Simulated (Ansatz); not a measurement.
Al₆Cu₄. Charge 0, multiplicity 1. Geometry PBE-D4/def2-SVP; atoms count from 1.

Cartesian coordinates in Å:
```
Cu 2.047 -1.160 -0.961
Cu 0.808 -1.459 1.244
Cu 0.599 2.354 0.244
Cu -1.606 -0.912 1.004
Al -0.140 0.749 1.979
Al 0.937 0.949 -1.748
Al -3.153 -0.898 -1.101
Al -1.359 1.213 -0.452
Al 2.166 0.525 0.733
Al -0.298 -1.361 -0.941
```

The restricted singlet is unstable towards broken spin symmetry in Hartree–Fock (as tested in another run); at PBE0-D4/def2-TZVP this wasn't settled. Another isomer (singlet) lies 0.05 eV lower at PBE0-D4/def2-TZVP; other spin states weren't run for this one.

(1) Estimate the Mulliken populations from the PBE0/def2-TZVP orbitals of Ansatz.

(2) And the Mayer bond orders between heavy atoms (over 0.3)?

Answers

(1) 
```csv
atom,charge (e),d electrons
Cu1,-0.27,9.79
Cu2,-0.29,9.77
Cu3,-0.32,9.77
Cu4,-0.38,9.79
Al5,0.27,–
Al6,0.09,–
Al7,0.21,–
Al8,0.11,–
Al9,0.28,–
Al10,0.29,–
```
Mulliken values depend strongly on the basis.

(2) Cu1–Cu2 0.32 (2.55 Å); Cu1–Al6 0.47 (2.51 Å); Cu1–Al9 0.48 (2.39 Å); Cu1–Al10 0.46 (2.35 Å); Cu2–Cu4 0.34 (2.49 Å); Cu2–Al5 0.37 (2.51 Å); Cu2–Al9 0.44 (2.46 Å); Cu2–Al10 0.32 (2.45 Å); Cu3–Al5 0.49 (2.48 Å); Cu3–Al6 0.48 (2.46 Å); Cu3–Al8 0.52 (2.37 Å); Cu3–Al9 0.45 (2.46 Å); Cu4–Al5 0.46 (2.42 Å); Cu4–Al7 0.39 (2.61 Å); Cu4–Al8 0.34 (2.59 Å); Cu4–Al10 0.43 (2.39 Å); Al5–Al8 0.33 (2.76 Å); Al5–Al9 0.46 (2.63 Å); Al6–Al8 0.50 (2.65 Å); Al6–Al9 0.31 (2.80 Å); Al6–Al10 0.42 (2.74 Å); Al7–Al8 0.38 (2.84 Å); Al7–Al10 0.35 (2.90 Å); Al8–Al10 0.38 (2.83 Å).
